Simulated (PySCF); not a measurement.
methyl(methylsilylmethoxy)silane (C3H12OSi2), SMILES C[SiH2]CO[SiH2]C. Geometry optimised at PBE-D3(BJ)/def2-SVP. The values are those of a single conformer.

Computed equilibrium geometry at PBE-D3(BJ)/def2-SVP (PySCF confirms it by a frequency run) as a Z-matrix (one conformer of several):
```
O
C 1 1.4285
H 2 1.1171 1 111.87
H 2 1.1187 3 106.15 1 -121.77
Si 1 1.6904 2 121.62 3 -63.89
H 5 1.5003 1 104.87 2 -174.00
H 5 1.5115 6 110.02 1 -117.44
C 5 1.8824 6 110.99 7 -121.41
H 8 1.1087 5 110.83 6 -59.01
H 8 1.1090 9 108.28 5 122.62
H 8 1.1098 9 108.15 10 116.39
Si 2 1.9112 3 110.23 4 -118.56
H 12 1.5061 2 108.72 3 -56.82
H 12 1.5096 13 108.31 2 -117.60
C 12 1.8856 13 110.60 14 -122.62
H 15 1.1081 12 111.94 13 53.68
H 15 1.1086 16 108.63 12 120.25
H 15 1.1088 16 108.29 17 117.20
```
Charge 0, spin multiplicity 1.
